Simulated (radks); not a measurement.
Species: Ru3+. Configuration: [Kr] 4d5.

All-electron calculation, Dirac Kohn-Sham, AM05, spin-unpolarised, spherical densities, point nucleus; open shells fill j = l - 1/2 first. Program: a radial shooting solver on a logarithmic mesh with Libxc functionals.

Energy parts (hartree):
| part | energy |
|---|---|
| total | -4525.24088 |
| kinetic | 4708.25742 |
| electron-nucleus | -10899.60318 |
| Hartree | 1794.37978 |
| exchange-correlation | -128.27490 |

Orbitals (lengths in bohr, moments of r in powers of bohr):
orbital	occ.	eigenvalue (hartree)	<r^2>	small-component weight
1s1/2	2	-806.0702	0.001512	2.58e-02
2s1/2	2	-117.0126	0.02499	5.34e-03
2p1/2	2	-108.2593	0.01878	5.35e-03
2p3/2	4	-103.4574	0.02013	5.16e-03
3s1/2	2	-21.65618	0.1860	1.46e-03
3p1/2	2	-18.26104	0.1825	1.40e-03
3p3/2	4	-17.44535	0.1923	1.35e-03
3d3/2	4	-11.42524	0.1750	1.24e-03
3d5/2	6	-11.26610	0.1780	1.22e-03
4s1/2	2	-4.06939	1.156	3.54e-04
4p1/2	2	-3.04623	1.357	3.05e-04
4p3/2	4	-2.91709	1.428	2.92e-04
4d3/2	4	-1.37745	2.408	1.82e-04
4d5/2	1	-1.36211	2.450	1.79e-04
5s1/2	0	-1.04767	7.124	7.13e-05
5p1/2	0	-0.81106	9.438	5.57e-05
5p3/2	0	-0.79261	9.835	5.39e-05

The highest occupied level is 4d5/2 at -37.065 eV. For comparison, the ionisation energy in NIST's Atomic Spectra Database is 45 eV (theoretical). In exact Kohn-Sham theory the highest level is minus the ionisation energy, but local and semilocal functionals leave it too shallow, through self-interaction and a potential that decays too fast; potentials with the right tail come closer. The density falls to 0.001 e/bohr^3 at r = 3.21 bohr.

Beside tabulated values, note that spin-unpolarised runs miss the spin-polarisation part of the exchange energy of open shells.
